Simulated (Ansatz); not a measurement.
Br4Zr, SMILES [Br][Zr-]([Br])([Br])[Br] (connectivity only; charge and spin as stated), charge -1, multiplicity 2. Atoms are numbered in the order given.

```xyz
5

Zr     0.0000     0.0000     0.0000
Br     1.4473     1.4473     1.6012
Br    -1.4473     1.4473    -1.6012
Br    -1.4473    -1.4473     1.6012
Br     1.4473    -1.4473    -1.6012
```
Charge -1, spin multiplicity 2.

Coordinates come from a B3LYP-D3(BJ)/def2-SVPD optimisation. The multiplicity is an assumed one; other spin states were not compared. The def2 effective core potentials stand for the cores of Zr; spin–orbit coupling is left out.

Two levels are set side by side: PBE-D3(BJ)/def2-SVPD (Ansatz, a program for electronic structure) and B3LYP-D3(BJ)/def2-SVPD (Ansatz). Each level has its own optimised geometry; the coordinates shown are those of the second. Differences are taken from unrounded values.

```csv
quantity,B3LYP-D3(BJ)
mean bond length (Å),2.599
bond Zr1–Br2 (Å),2.599
bond Zr1–Br3 (Å),2.599
bond Zr1–Br4 (Å),2.599
bond Zr1–Br5 (Å),2.599
```

### Question
What does PBE-D3(BJ) give, and how far is it from B3LYP-D3(BJ)? (Estimate from the structure and the level; the computed values follow.)

### Answer

```tsv
quantity	PBE-D3(BJ)	PBE-D3(BJ) minus B3LYP-D3(BJ)
mean bond length (Å)	2.587	-0.012
bond Zr1–Br2 (Å)	2.587	-0.012
bond Zr1–Br3 (Å)	2.587	-0.012
bond Zr1–Br4 (Å)	2.587	-0.012
bond Zr1–Br5 (Å)	2.587	-0.012
```

Here PBE gives about what the other level gives.
